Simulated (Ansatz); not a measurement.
`B[CH2][Zn][GaH2]` + `CB(N)[TeH]` → `C[B]([GaH2])[TeH]` + `B[CH2][Zn][NH2]`  (redistribution)

Isolated molecules relaxed with PBE0-D4/def2-TZVP in Ansatz; ΔE leaves out vibrations. CCSD(T)/CBS adds triple-zeta CCSD(T) − MP2 to the extrapolated MP2 energy (def2 sets, frozen cores). Functionals use def2-TZVPP. def2 core potentials past Kr. For Ga, Te, Zn outer-core shells are correlated without core-valence functions, which leaves a few kJ/mol of doubt a bond. Scalar relativity is left out up to krypton. One conformer a species, not always the lowest.

```
            species  PBE0 energy (Eh)
 `B[CH2][Zn][GaH2]`       -3770.21599
       `CB(N)[TeH]`        -389.32127
`C[B]([GaH2])[TeH]`       -2259.12142
  `B[CH2][Zn][NH2]`       -1900.35639
```

**Question.** Work out ΔE.

**Answer.** ΔE = (-2259.12142) + (-1900.35639) − (-3770.21599) − (-389.32127) = 0.05945 Eh = +37.3 kcal/mol. CCSD(T)/CBS gives +34.4 kcal/mol.

Largest T1 diagnostic among the species: 0.014.

From PBE to PBE0 (25 % exact exchange), in def2-TZVPP and without D4, ΔE moves by +2.0 kcal/mol. In def2-TZVPP, CCSD(T) changes the Hartree–Fock value by −8.6 kcal/mol (the triples alone add −1.3 kcal/mol) and MP2 by −9.6 kcal/mol.
